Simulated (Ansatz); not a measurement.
Task: Predict a relaxed structure of the cluster Al₅F₃⁺, charge 1, doublet, at PBE-D4/def2-SVP (Ansatz).

Result: 
```xyz
8

Al   -1.9197    0.5149   -0.2915
Al    0.6145    1.7822   -0.1863
Al    0.1638    0.3642   -2.3154
Al    0.5247   -0.8358    0.1832
Al    2.1689    0.5999    2.4443
F    -1.6425   -0.1202   -2.0579
F     1.3203   -1.1012    1.7783
F    -1.2299   -1.2040    0.4453
```
 This is one stationary point.

The structure comes from a short search, and lower isomers may exist.
